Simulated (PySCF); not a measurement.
**Trend along the 3d metals: MI molecules**

PBE with triple-zeta basis sets in PySCF, for the lowest determinant that a PBE0 search found; no spin–orbit coupling. De refers to high-spin ground-configuration atoms. A positive dipole means M(−)I(+).

```
 M         basis  state (unpaired electrons)  Re (Å)  ωe (cm⁻¹)  De (eV)  μ (D)
Sc  x2c-TZVPPall          triplet (σ ↑, δ ↑)   2.679        252     3.69  -3.72
Ti  x2c-TZVPPall     quartet (σ ↑, π ↑, δ ↑)   2.609        256      n/a  -3.41
 V    def2-TZVPP    quintet (σ ↑, π ↑↑, δ ↑)   2.572        250      n/a  -4.27
Cr  x2c-TZVPPall    sextet (σ ↑, π ↑↑, δ ↑↑)   2.531        252     2.93  -4.30
Mn  x2c-TZVPPall   septet (σ ↑↑, π ↑↑, δ ↑↑)   2.579        234     2.90  -2.08
Fe    def2-TZVPP         quartet (π ↑↑, δ ↑)   2.415        261      n/a  -3.68
Co    def2-TZVPP          triplet (σ ↑, δ ↑)   2.427        254      n/a  -4.24
Ni    def2-TZVPP               doublet (δ ↑)   2.371        270      n/a  -3.74
Cu    def2-TZVPP      singlet (closed shell)   2.370        255     3.03  -3.75
Zn    def2-TZVPP               doublet (σ ↑)   2.531        206     1.45  -2.04
```

Question: By what factor does the well depth vary along the series?

Answer: At PBE it runs from 1.45 eV (ZnI) to 3.69 eV (ScI), a factor of 2.54.

The rows differ in basis set, which adds steps of its own.

The state changes along the series, so neighbouring rows are not always alike in their bonding.

De is left out where the level can put another filling of the metal’s s and d shells below the measured ground configuration, by anything from nothing to about 1 eV. The metal atom is held in its measured ground configuration; semilocal functionals can put another filling of s and d lower by some tenths of an eV, and De to that atom would be smaller. Spin–orbit coupling is left out, which matters for elements this heavy, above all for dissociation energies. States were picked by a PBE0 search and need not be the measured ground states. With d or f electrons several states lie close, and the lowest PBE0 determinant need not be the measured ground state.
